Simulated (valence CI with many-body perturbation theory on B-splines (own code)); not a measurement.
Values are calculated unless marked as measured or tabulated.
Level structure of Pb68+

Level of theory: relativistic CI+MBPT: four valence electrons over a frozen Dirac-Fock core [Ne], a basis of 11 s, 11 p, 10 d, 8 f, 5 g, 2 h functions for each j, with the one-electron correlation potential Σ1 (screened to all orders), the two-electron term Σ2, the three-electron term Σ3, Breit, model QED; selected single and double excitations, second order for the rest, scaled by the run's own slope (own B-spline code, finite nucleus).

No measured spectrum was set against this ion. As an estimate, large intervals hold to a few tenths of a per cent, small ones and those within an open d or f shell to about a per cent. Among the levels kept, up to 570 cm⁻¹ of a level comes from second order outside the variational space, and about a tenth of that is noise between levels of different J, which matters for small intervals.

Levels 91 to 135 of 164, with energies above the lowest level, (3s^2 3p1/2^2) J=0. "Leading %" is the weight of the configuration and term that name the level; weights of strongly mixed levels are sums over their largest components and can fall short. In the jj column 3d3/2^4 stands for four electrons in 3d with j = 3/2.

| No. | Configuration | Term | J | E (× 10³ cm⁻¹) | Leading % | g | Leading jj | Second component |
| --- | --- | --- | --- | --- | --- | --- | --- | --- |
| 91 | 3s3p3d² | ³G° | 3 | 16290 | 43 | 0.994 | 3s 3p1/2 3d3/2 3d5/2 (97 %) | 16 % 3s3p3d² ³F° |
| 92 | 3s3p3d² | ³G° | 5 | 16301 | 34 | 1.114 | 3s 3p1/2 3d3/2 3d5/2 (98 %) | 30 % 3s3p3d² ³H° |
| 93 | 3s3p3d² | ³H° | 4 | 16325 | 48 | 0.932 | 3s 3p1/2 3d3/2 3d5/2 (96 %) | 19 % 3s3p3d² ³G° |
| 94 | 3s3p3d² | ¹D° | 2 | 16356 | 24 | 1.016 | 3s 3p1/2 3d3/2 3d5/2 (95 %) | 12 % 3s3p3d² ³D° |
| 95 | 3s3p3d² | ³D° | 1 | 16415 | 52 | 0.975 | 3s 3p1/2 3d3/2 3d5/2 (93 %) | 11 % 3s3p3d² ³P° |
| 96 | 3s3p3d² | ³P° | 0 | 16443 | 48 |  | 3s 3p1/2 3d3/2 3d5/2 (94 %) | 25 % 3s3p3d² ¹S° |
| 97 | 3s3p3d² | ⁵D° | 3 | 16497 | 26 | 1.265 | 3s 3p1/2 3d3/2 3d5/2 (88 %) | 11 % 3s3p3d² ⁵F° |
| 98 | 3s3p3d² | ⁵D° | 2 | 16528 | 22 | 1.330 | 3s 3p1/2 3d3/2 3d5/2 (98 %) | 13 % 3s3p3d² ³P° |
| 99 | 3s3p3d² | ³F° | 4 | 16558 | 43 | 1.229 | 3s 3p1/2 3d3/2 3d5/2 (89 %) | 20 % 3s3p3d² ⁵D° |
| 100 | 3s3p3d² | ³F° | 2 | 16653 | 21 | 1.171 | 3s 3p1/2 3d3/2 3d5/2 (88 %) | 20 % 3s3p3d² ³D° |
| 101 | 3s3p3d² | ³G° | 3 | 16665 | 32 | 0.987 | 3s 3p1/2 3d3/2 3d5/2 (93 %) | 18 % 3s3p3d² ¹F° |
| 102 | 3s3p3d² | ³D° | 1 | 16741 | 27 | 1.078 | 3s 3p1/2 3d3/2 3d5/2 (82 %) | 14 % 3s3p3d² ¹P° |
| 103 | 3p²3d² | ³F | 2 | 16877 | 40 | 0.755 | 3p1/2^2 3d3/2^2 (99 %) | 22 % 3p²3d² ⁵G |
| 104 | 3p²3d² | ³P | 0 | 17112 | 58 |  | 3p1/2^2 3d3/2^2 (98 %) | 26 % 3p²3d² ⁵D |
| 105 | 3s3p3d² | ⁵D° | 4 | 17262 | 30 | 1.276 | 3s 3p1/2 3d5/2^2 (97 %) | 17 % 3s3p3d² ⁵F° |
| 106 | 3s3p3d² | ³D° | 2 | 17386 | 25 | 1.337 | 3s 3p1/2 3d5/2^2 (99 %) | 18 % 3s3p3d² ³P° |
| 107 | 3s3p3d² | ³G° | 5 | 17404 | 35 | 1.198 | 3s 3p1/2 3d5/2^2 (98 %) | 23 % 3s3p3d² ⁵G° |
| 108 | 3s3p3d² | ³D° | 3 | 17526 | 27 | 1.216 | 3s 3p1/2 3d5/2^2 (99 %) | 24 % 3s3p3d² ³F° |
| 109 | 3s3p3d² | ³G° | 4 | 17547 | 29 | 1.063 | 3s 3p1/2 3d5/2^2 (97 %) | 17 % 3s3p3d² ¹G° |
| 110 | 3s3p3d² | ³D° | 3 | 17580 | 35 | 1.147 | 3s 3p1/2 3d5/2^2 (93 %) | 16 % 3s3p3d² ³F° |
| 111 | 3s3p3d² | ³D° | 2 | 17617 | 24 | 1.072 | 3s 3p1/2 3d5/2^2 (95 %) | 23 % 3s3p3d² ³F° |
| 112 | 3p⁴ | ¹D | 2 | 17623 | 36 | 1.207 | 3p1/2 3p3/2^3 (52 %) | 17 % 3p⁴ ³P |
| 113 | 3s3p3d² | ³P° | 1 | 17632 | 32 | 1.200 | 3s 3p1/2 3d5/2^2 (95 %) | 21 % 3s3p3d² ³D° |
| 114 | 3s3p3d² | ³P° | 0 | 17653 | 76 |  | 3s 3p1/2 3d5/2^2 (98 %) | 17 % 3s3p3d² ⁵D° |
| 115 | 3p⁴ | ³P | 1 | 17682 | 76 | 1.494 | 3p1/2 3p3/2^3 (76 %) | 6 % 3s3p²3d ⁵P |
| 116 | 3s3p3d² | ³P° | 1 | 17818 | 48 | 1.289 | 3s 3p1/2 3d5/2^2 (96 %) | 18 % 3s3p3d² ¹P° |
| 117 | 3s3p²3d | ⁵P | 1 | 17823 | 34 | 1.695 | 3s 3p3/2^2 3d3/2 (89 %) | 17 % 3s3p²3d ³P |
| 118 | 3s3p²3d | ⁵D | 3 | 17834 | 24 | 1.280 | 3s 3p3/2^2 3d3/2 (96 %) | 24 % 3s3p²3d ³F |
| 119 | 3s3p²3d | ⁵D | 2 | 17850 | 19 | 1.286 | 3s 3p3/2^2 3d3/2 (71 %) | 17 % 3p⁴ ¹D |
| 120 | 3s3p²3d | ³F | 4 | 17896 | 43 | 1.204 | 3s 3p3/2^2 3d3/2 (98 %) | 21 % 3s3p²3d ⁵F |
| 121 | 3p²3d² | ³F | 3 | 18027 | 33 | 1.067 | 3p1/2^2 3d3/2 3d5/2 (98 %) | 21 % 3p²3d² ⁵G |
| 122 | 3s3p²3d | ³D | 1 | 18133 | 57 | 0.684 | 3s 3p3/2^2 3d3/2 (94 %) | 13 % 3s3p²3d ⁵F |
| 123 | 3p²3d² | ³P | 2 | 18133 | 23 | 1.162 | 3p1/2^2 3d3/2 3d5/2 (98 %) | 9 % 3p²3d² ⁵P |
| 124 | 3p²3d² | ¹G | 4 | 18174 | 25 | 1.048 | 3p1/2^2 3d3/2 3d5/2 (98 %) | 21 % 3p²3d² ³H |
| 125 | 3p²3d² | ³P | 1 | 18184 | 37 | 1.496 | 3p1/2^2 3d3/2 3d5/2 (98 %) | 32 % 3p²3d² ⁵D |
| 126 | 3s3p²3d | ³P | 0 | 18241 | 83 |  | 3s 3p3/2^2 3d3/2 (93 %) | 11 % 3s3p²3d ⁵D |
| 127 | 3s3p²3d | ³D | 2 | 18250 | 49 | 1.116 | 3s 3p3/2^2 3d3/2 (95 %) | 23 % 3s3p²3d ¹D |
| 128 | 3s3p²3d | ³F | 3 | 18263 | 33 | 0.994 | 3s 3p3/2^2 3d3/2 (98 %) | 31 % 3s3p²3d ¹F |
| 129 | 3s3p²3d | ³D | 1 | 18334 | 52 | 0.957 | 3s 3p3/2^2 3d3/2 (90 %) | 18 % 3s3p²3d ³P |
| 130 | 3s3p²3d | ³F | 2 | 18376 | 27 | 1.031 | 3s 3p3/2^2 3d3/2 (82 %) | 23 % 3s3p²3d ³D |
| 131 | 3s3p²3d | ⁵F | 5 | 18669 | 62 | 1.307 | 3s 3p3/2^2 3d5/2 (100 %) | 38 % 3s3p²3d ³G |
| 132 | 3s3p²3d | ³F | 4 | 18705 | 52 | 1.308 | 3s 3p3/2^2 3d5/2 (98 %) | 34 % 3s3p²3d ⁵D |
| 133 | 3s3p²3d | ³P | 0 | 18919 | 64 |  | 3s 3p3/2^2 3d5/2 (92 %) | 31 % 3s3p²3d ¹S |
| 134 | 3s3p²3d | ³P | 1 | 18979 | 41 | 1.479 | 3s 3p3/2^2 3d5/2 (97 %) | 21 % 3s3p²3d ¹P |
| 135 | 3s3p²3d | ³D | 3 | 18984 | 43 | 1.219 | 3s 3p3/2^2 3d5/2 (98 %) | 22 % 3s3p²3d ¹F |
